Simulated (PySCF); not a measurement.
Species: C6H10O.
Cartesian coordinates in Å at the PBE0-D3(BJ)/def2-SVP level; atoms count from 1:
```xyz
17
C6H10O angstrom
C      0.430   -2.743    0.028
C      1.223   -1.706    0.331
C      0.858   -0.289    0.297
C      1.747    0.661    0.626
C     -0.540    0.066   -0.117
O     -0.736    1.443   -0.101
C     -2.020    1.824   -0.478
H      0.800   -3.769    0.086
H     -0.609   -2.617   -0.287
H      2.255   -1.907    0.639
H      2.764    0.394    0.926
H      1.470    1.715    0.599
H     -0.735   -0.349   -1.131
H     -1.259   -0.443    0.561
H     -2.072    2.920   -0.436
H     -2.792    1.409    0.200
H     -2.265    1.499   -1.509
```

The closed-shell ground state was solved at several levels (PySCF, density fitting, gas phase, non-relativistic).

```tsv
level	basis functions	total energy (Eh)	HOMO (eV)	LUMO (eV)	gap (eV)	dipole (D)
B3LYP/pcJ-1	289	-309.8423	-6.48	-0.97	5.51	1.20
wB97X-D/pcSseg-1	169	-309.6766	-8.48	0.96	9.44	1.26
wB97X-D/def2-SVPD	223	-309.5047	-8.50	0.91	9.41	1.20
```

Task: Estimate the row for PBE0/pcSseg-1, a basis of 169 functions; the other rows only guide the guess.

Result: Total energy -309.4122 Eh, HOMO -6.71 eV, LUMO -0.79 eV, gap 5.92 eV, dipole 1.24 D.

Task: Over all these levels, which gives the widest orbital gap and which the narrowest?

Result: wB97X-D/pcSseg-1 (range-separated hybrid) has the widest, 9.44 eV, and B3LYP/pcJ-1 (global hybrid, 20 % exact exchange) the narrowest, 5.51 eV. Functional and basis both differ between the two, so the spread mixes both effects.

Task: How far do the dipole and the HOMO energy spread over the levels?

Result: The dipole runs from 1.20 to 1.26 D (mean 1.22 D) and the HOMO from -8.50 to -6.48 eV.

One conformer stands for the species.

The pairwise dispersion term of wB97X-D wasn't added to the energies; at a given geometry it leaves orbitals and properties as they are.
